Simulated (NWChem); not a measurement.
System: SiH3SeCl; SMILES [SiH2](Cl)[SeH]

All runs: NWChem. This build's default masses of Se (78.918 u) and Br (79.917 u) are each other's, which moves their modes by up to 0.6 %. Each level has its own optimisation; frequencies are unscaled. One conformer.

```tsv
level	r Cl–Si (Å)	r Se–Si (Å)	r H–Si (Å)	r H–Se (Å)	highest harmonic frequency (cm⁻¹)	lowest (cm⁻¹)	zero-point energy (kcal/mol)	dipole (D)
LDA (Slater exchange, VWN5)/def2-SVP	2.056	2.267	1.504	1.487	2349	32	16.2	1.69
BLYP/def2-SVP	2.092	2.319	1.497	1.493	2298	48	16.2	1.60
B3LYP/3-21G	2.196	2.362	1.486	1.494	2268	130	16.3	2.53
PBE0/def2-SVP	2.064	2.278	1.489	1.474	2437	79	16.9	1.87
```
